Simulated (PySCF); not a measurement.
CH6BN, SMILES BNC. Atoms are numbered in the order given.

```xyz
9

B      0.2522     1.3582     0.0000
H     -0.3832     2.3680     0.0000
H      1.4464     1.3597     0.0000
N     -0.4183     0.1463     0.0000
C      0.1714    -1.1825     0.0000
H     -1.4276     0.1417     0.0000
H     -0.1262    -1.7507    -0.8853
H     -0.1262    -1.7507     0.8853
H      1.2558    -1.0883     0.0000
```
Charge 0, spin multiplicity 1.

Geometry optimised at B3LYP-D3(BJ)/def2-TZVP.

The numbers are results of PBE/def2-TZVPD (PySCF), not measurements.

Mulliken values depend strongly on the basis, most of all with diffuse functions as here. ESP charges are fitted to the potential on shells at 1.4 to 2.0 van der Waals radii. Atomic charges (e):

```tsv
atom	Mulliken	ESP fit	meta-Löwdin
B1	-0.14	-0.02	-0.13
H2	0.00	-0.07	0.00
H3	-0.02	-0.03	0.00
N4	-0.07	-0.16	-0.23
C5	-0.62	-0.28	-0.25
H6	0.15	0.23	0.24
H7	0.23	0.10	0.12
H8	0.23	0.10	0.12
H9	0.26	0.13	0.13
```
